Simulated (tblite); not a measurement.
C7H14Si.
SMILES with atom numbers: `[CH3:1][C@@H:2]1[C@H:3]2[CH2:4][SiH2:5][C@:6]1([CH3:7])[CH2:8]2` (hydrogens: H9, H10, H11 on C1; H12 on C2; H13 on C3; H14, H15 on C4; H16, H17 on Si5; H18, H19, H20 on C7; H21, H22 on C8)

Level: GFN2-xTB in tblite, geometry and Hessian alike; calculated harmonic values, unscaled, isolated species. Against measured fundamentals such values can be off by several per cent, at times by over 20. Modes of hydrogen on silicon can be 10 to 20 % off.

Harmonic wavenumbers (cm⁻¹): 172.9, 179.4, 201.8, 237.4, 262.3, 283.9, 332.1, 408.4, 424.5, 494.4, 501.2, 515.8, 606.6, 657.4, 713.6, 757.2, 777.3, 792.7, 852.7, 921.9, 928.9, 930.8, 999.6, 1015.6, 1035.8, 1059.8, 1077.8, 1089.0, 1106.9, 1159.1, 1181.2, 1196.6, 1224.4, 1226.2, 1252.5, 1284.5, 1289.1, 1363.1, 1407.4, 1411.1, 1485.4, 1494.7, 1496.4, 1503.7, 1508.9, 1518.9, 2268.0, 2274.4, 2903.9, 2952.5, 2965.8, 2980.3, 2996.0, 2998.9, 3006.6, 3013.5, 3016.6, 3024.6, 3025.0, 3044.9.

A = 2406, B = 1759, C = 1335 MHz; mass 126.086 u (most abundant isotopes); point group C1, symmetry number 1.

Question: Zero-point energy?

Answer: ½Σν̃ = 41406 cm⁻¹ = 495.33 kJ/mol.

Question: What is S at 298.15 K and 1 bar for an ideal gas of classical rigid rotors and harmonic oscillators?

Answer: Translation 169.18, rotation 118.96, vibration 84.17: S = 372.3 J/(mol K).

Question: And Cp and H(298.15 K) − H(0)?

Answer: Cp = 160.21 J/(mol K), of which vibrations give 126.95 (their classical limit is 60 R = 498.9); H(298.15 K) − H(0) = 25.81 kJ/mol without the zero-point energy, 15.89 from vibrations.

Question: What must be added to the electronic energy to get the Gibbs energy at 298.15 K and 1 bar?

Answer: ZPE + [H(298.15 K) − H(0)] − T·S = 495.33 + 25.81 − 111.00 = 410.14 kJ/mol.

Question: How do the functions run with temperature in this model?

Answer: 
| T (K) | S (J/(mol K)) | Cp (J/(mol K)) | H − H(0) (kJ/mol) | G − H(0) (kJ/mol) | ln q(vib) |
| --- | --- | --- | --- | --- | --- |
| 150 | 291.6 | 84.8 | 7.77 | -35.97 | 0.94 |
| 250 | 346.4 | 134.8 | 18.70 | -67.90 | 2.71 |
| 400 | 426.8 | 212.2 | 44.81 | -125.90 | 6.02 |
| 600 | 529.2 | 293.4 | 95.87 | -221.64 | 10.97 |
| 900 | 664.3 | 371.8 | 196.64 | -401.23 | 18.54 |

q(vib) and H(0) count from the zero-point level.

Hindered rotation and anharmonicity are outside this model. The structure is chiral; the term R ln 2 for an equal mix with its mirror image is left out.

Hardware: one thread, Arm Neoverse N1 (aarch64), shared host with 64 logical CPUs at a one-minute load of 60. Cost: 1.6 s. This covers the Hessian and the dipole derivatives.
